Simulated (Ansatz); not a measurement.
Harmonic frequencies (cm⁻¹) at PBE0-D4/def2-TZVP from Ansatz: 32, 64, 94, 125, 132, 152, 189, 236, 254, 442, 454, 654, 661, 2409, 2412.

Each molecule was computed in one conformer, which needn't be the lowest.

Task: Which molecule is it?
A. `[F][Hf]([F])([SeH])[SeH]`
B. `[F][Hf]([SeH])([SeH])[SeH]`
C. `[F][Hf]([F])([Cl])[Br]`
D. `[F][Hf]([F])([F])[F]`

Result: A.
